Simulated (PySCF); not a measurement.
# Interval between two levels of Cl⁺ by level of theory

Cl⁺ [Ne] 3s2 3p4 [3P2, M_J = 2] → Cl⁺ [Ne] 3s2 3p3 4s1 [5S2, M_J = 2], as a difference of total energies. Calculation: PySCF 2.14, in x2c-SVPall-2c with one added diffuse shell each of s, p type (5s5p1d, 25 functions); the two-component X2C-1e Hamiltonian. Correlated levels: [Ne] frozen. "Screened" scales the spin-orbit matrix elements by Boettger's factors to mimic the two-electron term; Breit and QED terms are absent.

| method | interval between two levels (cm⁻¹) |
| --- | --- |
| GHF (spin-free) | 101650 |
| GMP2 (spin-free) | 103680 |
| GHF (screened spin-orbit) | 102030 |
| GMP2 (screened spin-orbit) | 104050 |

Errors of the correlated levels include the incompleteness of this basis and the frozen core.

The labels give the starting determinants; with spin-orbit coupling the two ends relaxed to ⟨J²⟩ = 6.01, ⟨L²⟩ = 2.01, ⟨S²⟩ = 2.00 and ⟨J²⟩ = 6.00, ⟨L²⟩ = 0.00, ⟨S²⟩ = 6.00.

For comparison: 107880 cm⁻¹ (measured; NIST Handbook of Basic Atomic Spectroscopic Data (Sansonetti and Martin, J. Phys. Chem. Ref. Data 34, 1559 (2005))).
